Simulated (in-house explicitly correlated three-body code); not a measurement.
Results of a calculation; reference values are marked as such.
# Two electrons around a charge Z: errors of exchange and correlation functionals on the exact density

The exact non-relativistic ground state comes from a variational code in 260 exponentially correlated functions, the Kohn-Sham parts from inverting its density (past Z = 6 the correlation energy is taken as exact minus Hartree-Fock, equal to within microhartrees), and self-consistent runs (Hartree-Fock is restricted) from a B-spline radial code. Z may be fractional; the second electron is bound down to Z = 0.911.

Each entry is functional minus exact.

| Z | AM05 x (mEh) | AM05 c (mEh) | revTPSS x (mEh) | revTPSS c (mEh) | BLYP x (mEh) | BLYP c (mEh) |
| --- | --- | --- | --- | --- | --- | --- |
| 1.125 | +43.34 | -28.40 | -7.62 | +1.69 | -9.75 | +7.23 |
| 1.4 | +65.04 | -39.65 | -5.52 | -1.70 | -5.42 | +2.50 |
| 1.88 | ? | ? | ? | ? | ? | ? |
| 2.36 | +133.2 | -63.06 | -3.96 | -4.44 | +2.07 | -2.87 |
| 3.1 | +184.6 | -75.25 | -3.64 | -4.95 | +6.60 | -4.16 |
| 3.92 | +241.3 | -85.93 | -3.45 | -5.18 | +11.37 | -4.75 |
| 5.2 | ? | ? | ? | ? | ? | ? |
| 6.8 | +440.0 | -111.8 | -3.19 | -5.30 | +27.54 | -4.92 |

What belongs in the row Z = 1.88?

AM05 x (mEh): +99.58; AM05 c (mEh): -52.98; revTPSS x (mEh): -4.40; revTPSS c (mEh): -3.66; BLYP x (mEh): -1.20; BLYP c (mEh): -1.12.

What belongs in the row Z = 5.2?

AM05 x (mEh): +329.7; AM05 c (mEh): -99.05; revTPSS x (mEh): -3.30; revTPSS c (mEh): -5.29; BLYP x (mEh): +18.61; BLYP c (mEh): -5.00.

How do the exchange errors scale with Z?

AM05 -9.26 % in the size of E_x at Z = 1.125 and -10.93 % at 6.8; revTPSS +1.63 % in the size of E_x at Z = 1.125 and +0.08 % at 6.8; BLYP +2.08 % in the size of E_x at Z = 1.125 and -0.68 % at 6.8. Exchange scales linearly under uniform scaling of the density, so its relative error changes only with the density's shape.
